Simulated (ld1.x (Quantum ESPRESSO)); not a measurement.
What one change does to a pseudopotential (Se, TM semilocal)

| Quantity | Value |
| --- | --- |
| Element | Se |
| Generator | ld1.x (Quantum ESPRESSO) 7.5 |
| Type | norm-conserving Troullier–Martins (semilocal form) |
| Functional | LDA (PZ) |
| Relativity | scalar-relativistic |
| Frozen core | [Ar] 3d10 |
| Valence charge | 6 |
| Reference configuration | 4s1.5 4p4.5 |
| Partial waves | 4p (bound): rc 1.35 bohr; 4d channel at 0.1 Ry: rc 1.20 bohr; 4s (bound): rc 1.10 bohr |
| Local potential | the s channel |
| Core correction | a·sin(br)/r model core inside 0.60 bohr |

Change: wave 4p (bound): rc 1.35 bohr becomes 4p (bound): rc 1.12 bohr.

Cutoffs: the cutoffs (Ry, on a coarse ladder) from which the occupation-weighted sum of valence levels, in a spherical-Bessel basis at the reference potential, stays within 10 and 1 mRy of its value at 400 Ry; they do not see the model core or the augmentation charge, which bear on the density cutoff. Errors are all-electron minus pseudo energies relative to the spin-unpolarised reference configuration.

Task: Predict the effect on cutoff, ghosts and configuration errors.

Result: The potential gets harder (90 Ry and 230 Ry → 200 Ry and 300 Ry); of the 9 tests that both files solve, the error grows in 5 and shrinks in 4 by more than 15 % and 0.3 meV (median size 2.1 → 3.9 meV); neither file shows a bound ghost. A smaller radius makes the pseudo-wave follow the all-electron one further in, where it bends more sharply, so more plane waves are needed. A semilocal file is local in each channel, so a ghost entry of none says nothing of the separable form that plane-wave codes build from it.

| quantity | base | changed |
| --- | --- | --- |
| cutoff, loose | 90 Ry | 200 Ry |
| cutoff, tight | 230 Ry | 300 Ry |
| loose cutoff by channel (10 mRy a level) | p 45 Ry, s 60 Ry | p 110 Ry, s 60 Ry |
| bound ghosts | none | none |
| error for 4s2 4p4, meV [ΔE -5.44 eV] | -1.8 | +0.4 |
| error for 4s2 4p3, meV [ΔE 5.57 eV] | -2.8 | +1.7 |
| error for 4s2 4p2, meV [ΔE 26.13 eV] | -3.5 | +13 |
| error for 4s1 4p4, meV [ΔE 17.15 eV] | -2.1 | +7.9 |
| error for 4s2 4p4.3, meV [ΔE -7.08 eV] | -0.9 | +1.6 |
| error for 4s2 4p1, meV [ΔE 57.28 eV] | -15 | +12 |
| error for 4s2 4p0, meV [ΔE 99.85 eV] | -72 | -96 |
| error for 4s1.5 4p4.5 (spin-polarised), meV [ΔE -0.64 eV] | -2.1 | -3.9 |
| error for 4s2 4p4 (spin-polarised), meV [ΔE -6.03 eV] | -1.9 | -1.3 |
